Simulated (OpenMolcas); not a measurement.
## Sb³⁺: from CASSCF to CASPT2

| Quantity | Value |
| --- | --- |
| Program | OpenMolcas |
| Basis | ANO-RCC-VQZP [8s7p5d3f2g] |
| Scalar Hamiltonian | DKH2, point nucleus |
| Active space | 2 electrons in 4 orbitals (5s 5p) |
| State averaging | 2S+1 = 3 even, 3 roots; 2S+1 = 1 even, 7 roots; 2S+1 = 3 odd, 3 roots; 2S+1 = 1 odd, 3 roots |
| Spin-orbit coupling | state interaction with AMFI integrals over the reference wave functions, term energies averaged over their components |

Methods on the same reference wave functions:
A. CASSCF
B. SS-CASPT2, IPEA 0.25 Eh, imaginary shift 0.1 Eh (closed shells correlated: 4d)
C. MS-CASPT2, IPEA 0.25 Eh, imaginary shift 0.1 Eh (closed shells correlated: 4d)

Energies in cm⁻¹ above 5s² ¹S₀, the measured ground level; measured values from Moore, Atomic Energy Levels, vol. III, NSRDS-NBS 35 (1971 reprint of NBS Circular 467, 1958).

```csv
Level,A,B,C,Measured
5s² ¹S₀,0.0,0.0,0.0,0.0
5s 5p ³P°₀,59886,64460,65120,
5s 5p ³P°₁,61918,66390,67050,66700
5s 5p ³P°₂,66592,71170,71830,72560
5s 5p ¹P°₁,102844,93940,94600,95952
5p² ³P₀,149595,152340,153000,152076
5p² ³P₁,152674,155790,156460,156388
5p² ¹S₀,188817,181040,182360,
```

Deviations, from unrounded energies. A percentage is the sum of absolute deviations over the sum of measured energies, with the sign that they share, or ± where signs differ.

| Against measurement | Levels | A | B | C |
| --- | --- | --- | --- | --- |
| mean absolute deviation (cm-1) | 5 | 4800 | 920 | 690 |
| other configurations (%) | 5 | ±4.4 | ±0.8 | ±0.6 |

C lies closest to measurement on these levels and A furthest from it. The largest miss of C in the table is 5s 5p ¹P°₁, by -1400 cm-1. The ranking rests on the paired levels alone, and a cruder setting can come out closer through cancelling errors.

Between B and C the level of the table that moves most is 5p² ¹S₀, by 1300 cm-1 (lowest in B, highest in C). Moves below CASPT2's spread within the term are not significant.

The lowest spin-free term lies below A's lowest term by 0.443 hartree in B, 0.446 hartree in C.

Over all roots computed the reference weight is 0.89 to 0.95 in B, 0.89 to 0.95 in C; the roots of lowest weight are the least certain, and an intruder state may touch them. The ¹D term of p² mixes with s d, which this space lacks. Computed and measured levels are paired by configuration, term and J; levels that our copy of the source lacks, or whose pairing is in doubt (as where it misses far off the trend of its configuration), stay unpaired and out of the deviations. Only configurations of the active space appear. The table leaves out levels that lie high or whose names do not pair safely across all columns.

° marks odd parity.
